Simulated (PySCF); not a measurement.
Spinor energies of Mo³⁺ (molybdenum, charge +3)

Start: [Kr] 4d2 5p1; 4d5/2 filled at m_j = +3/2, +5/2; 5p3/2 filled at m_j = +3/2. Calculated with PySCF 2.14 in x2c-TZVPall-2c (8s9p7d1f, 77 functions): generalised Hartree-Fock with the X2C-1e Hamiltonian and a Gaussian nucleus; one run each with spin-orbit coupling (SO) switched off, then screened by Boettger's factors. This is a chosen level, not necessarily the ground level.

| spinor shell | electrons | ε, spin-free (eV) | ε, screened SO (eV) | weight of nominal j (screened SO) | rms radius, screened SO (bohr) |
| --- | --- | --- | --- | --- | --- |
| 1s1/2 | 2 | -20147.4 | -20146.4 | 1.000 | 0.0404 |
| 2s1/2 | 2 | -2955.8 | -2955.6 | 1.000 | 0.166 |
| 2p1/2 | 2 | -2640.2 | -2713.7 | 1.000 | 0.145 |
| 2p3/2 | 4 | -2640.2 | -2605.8 | 1.000 | 0.149 |
| 3s1/2 | 2 | -568.80 | -568.82 | 1.000 | 0.456 |
| 3p1/2 | 2 | -462.54 | -475.17 | 1.000 | 0.454 |
| 3p3/2 | 4 | -462.54 | -456.72 | 1.000 | 0.465 |
| 3d3/2 | 4 | -289.52 | -291.50 | 0.980 | 0.451 |
| 3d5/2 | 6 | -289.52 | -288.27 | 0.987 | 0.454 |
| 4s1/2 | 2 | -117.56 | -117.61 | 1.000 | 1.16 |
| 4p3/2 | 4 | -85.165 | -84.359 | 0.915 | 1.29 |
| 4p1/2 | 2 | -85.165 | -87.077 | 0.830 | 1.27 |
| 4d5/2 | 2 | -45.179 | -45.123 | 0.880 | 1.68 |
| 5p3/2 | 1 | -25.574 | -25.450 | 1.000 | 3.35 |

| quantity | spin-free | screened SO |
| --- | --- | --- |
| E (hartree) | -4043.70013 | -4044.16508 |
| M_J | 11/2 | 11/2 |
| ⟨J²⟩ | 35.758 | 35.757 |
| ⟨L²⟩ | 20.007 | 20.037 |
| ⟨S²⟩ | 3.751 | 3.752 |

Each row is a mean over spinors that exchange with the open shell spreads, by up to 7.479 eV (4p3/2).

Rows whose weight is well below 1 are mixtures of j = l ± 1/2: exchange outweighs spin-orbit coupling there, and the label is only the starting occupation.

Breit and QED terms are absent; they matter most for the inner s and p1/2 levels.

Densities and radii are taken from the X2C orbitals without a picture-change correction, which distorts them close to the nucleus.

Without spin-orbit coupling the j labels of p, d and f shells carry no meaning; the spin-free column gives the mean over the occupied spinors of each nl shell.
